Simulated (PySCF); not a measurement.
Spin-rotation constants: SMILES C[SiH2][Se]C1COC1, C₄H₁₀OSeSi

Molfile (atoms numbered from 1):
```
C4H10OSeSi
     RDKit          3D

 17 17  0  0  0  0  0  0  0  0999 V2000
    3.4788   -0.2131    0.5051 C   0  0  0  0  0  0  0  0  0  0  0  0
    1.7733   -0.4878   -0.2657 Si  0  0  0  0  0  4  0  0  0  0  0  0
    0.3498    0.9894    0.7710 Se  0  0  0  0  0  2  0  0  0  0  0  0
   -1.3311    0.2715    0.0533 C   0  0  0  0  0  0  0  0  0  0  0  0
   -2.5448    1.1991    0.0738 C   0  0  0  0  0  0  0  0  0  0  0  0
   -3.3214    0.2042    0.7395 O   0  0  0  0  0  0  0  0  0  0  0  0
   -2.1776   -0.6179    0.9642 C   0  0  0  0  0  0  0  0  0  0  0  0
    3.5049   -0.5763    1.5286 H   0  0  0  0  0  0  0  0  0  0  0  0
    3.7295    0.8443    0.5241 H   0  0  0  0  0  0  0  0  0  0  0  0
    4.2470   -0.7346   -0.0557 H   0  0  0  0  0  0  0  0  0  0  0  0
    1.7422   -0.1886   -1.7005 H   0  0  0  0  0  0  0  0  0  0  0  0
    1.2582   -1.8391   -0.0320 H   0  0  0  0  0  0  0  0  0  0  0  0
   -1.1206   -0.1616   -0.9244 H   0  0  0  0  0  0  0  0  0  0  0  0
   -2.9657    1.4804   -0.8944 H   0  0  0  0  0  0  0  0  0  0  0  0
   -2.4183    2.0923    0.6957 H   0  0  0  0  0  0  0  0  0  0  0  0
   -2.3366   -1.6491    0.6399 H   0  0  0  0  0  0  0  0  0  0  0  0
   -1.8746   -0.6011    2.0170 H   0  0  0  0  0  0  0  0  0  0  0  0
  1  2  1  0
  2  3  1  0
  3  4  1  0
  4  5  1  0
  5  6  1  0
  6  7  1  0
  7  4  1  0
  1  8  1  0
  1  9  1  0
  1 10  1  0
  2 11  1  0
  2 12  1  0
  4 13  1  0
  5 14  1  0
  5 15  1  0
  7 16  1  0
  7 17  1  0
M  END
```

Theory: GIAO B3LYP/pcSseg-1 magnetisability, rotational g tensor and spin-rotation constants, non-relativistic, gas phase (PySCF 2.14.0). Geometry: GFN2-xTB.

The calculation is non-relativistic, which matters for the atoms heavier than Zn.

Task: Give the nuclear spin-rotation constants along the inertial axes (H = +C I·J) beside the isotropic shieldings.

Result: Rotational constants 3.9096, 0.7318, 0.6729 GHz. A star marks the isotopologue with that one atom substituted, in its own axes.
| atom | isotope | Caa (kHz) | Cbb (kHz) | Ccc (kHz) | mean (kHz) | σ (ppm) |
| --- | --- | --- | --- | --- | --- | --- |
| H8 | 1H | -0.428 | -0.088 | 0.007 | -0.170 | 31.3 |
| H9 | 1H | -0.415 | -0.003 | -0.075 | -0.164 | 31.4 |
| H10 | 1H | -0.113 | -0.061 | -0.074 | -0.083 | 31.5 |
| H11 | 1H | -0.330 | -0.067 | 0.031 | -0.122 | 26.9 |
| H12 | 1H | -0.292 | 0.006 | -0.045 | -0.111 | 27.1 |
| H13 | 1H | -0.326 | -0.036 | -0.017 | -0.126 | 27.8 |
| H14 | 1H | -0.297 | -0.080 | 0.036 | -0.114 | 26.8 |
| H15 | 1H | -0.404 | 0.051 | -0.068 | -0.140 | 27.0 |
| H16 | 1H | -0.414 | 0.061 | -0.072 | -0.141 | 26.7 |
| H17 | 1H | -0.416 | -0.063 | 0.042 | -0.146 | 26.8 |
| C1 | 13C* | 0.453 | 0.081 | 0.075 | 0.203 | 188.0 |
| Si2 | 29Si* | -2.233 | -0.466 | -0.435 | -1.044 | 360.3 |
| Se3 | 77Se* | 2.892 | 1.251 | 1.055 | 1.733 | 1854.2 |
| C4 | 13C* | 0.782 | 0.125 | 0.122 | 0.343 | 140.7 |
| C5 | 13C* | 0.833 | 0.195 | 0.178 | 0.402 | 97.9 |
| O6 | 17O* | -0.198 | -0.068 | -0.051 | -0.106 | 307.3 |

For the geometry as given, no vibrational averaging.

Task: How do the rotational constants and the g tensor change when H8, H9, H10, H11, H12, H13, H14, H15, H16, H17 are replaced by deuterium?

Result: Constants 3.1972, 0.6482, 0.6003 GHz; g -0.0195, -0.0093, -0.0084, against -0.0235, -0.0106, -0.0093 before.
